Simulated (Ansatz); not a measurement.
Two isomers of CH5ClOSSi: A = `CO[SiH](S)Cl`, B = `O[SiH](S)CCl`.

Computed with Ansatz on PBE0-D4/def2-TZVP structures; ΔE is electronic, products minus reactants. CCSD(T)/CBS is the MP2 limit (def2-TZVPP, def2-QZVPP) plus CCSD(T) − MP2 in def2-TZVPP, frozen cores. Functionals use def2-TZVPP. B3LYP here is the variant with VWN-RPA as its local correlation; programs differ in this. Each species was taken in one conformer, which may not be the lowest.

(1) Which isomer does CCSD(T)/CBS put lower? Give the gap. (An estimate is asked.)

(2) Give E(B) − E(A) in kJ/mol with BLYP-D4, B3LYP-D4, HF/def2-TZVPP, ωB97M-V, CCSD/def2-TZVPP, MP2/def2-TZVPP, B2PLYP. (An estimate is asked.)

(3) Does the order hold for the free energy at 298.15 K (harmonic terms from PBE0-D4)? (Estimate.)

Largest T1 diagnostic: 0.011.

Answers

(1) Ansatz gave: A, by 72.6 kJ/mol.

(2) Computed: BLYP-D4 74.3, B3LYP-D4 77.2, HF/def2-TZVPP 91.6, ωB97M-V 74.8, CCSD/def2-TZVPP 76.3, MP2/def2-TZVPP 74.2, B2PLYP 78.1. None reverses the order clearly.

(3) Computed: Yes: G(B) − G(A) = +69.7 kJ/mol, for one conformer each. Modes under 60 cm⁻¹, often nearly free rotors, make the harmonic entropy too high.

From PBE to PBE0 (25 % exact exchange), in def2-TZVPP and without D4, E(B) − E(A) moves by +3.0 kJ/mol. Leaving LDA and LC-ωPBE aside and taking each functional with its dispersion term where it has one, the values, not all of them listed here, spread over 13.5 kJ/mol, from revPBE-D4 to BHLYP-D4.
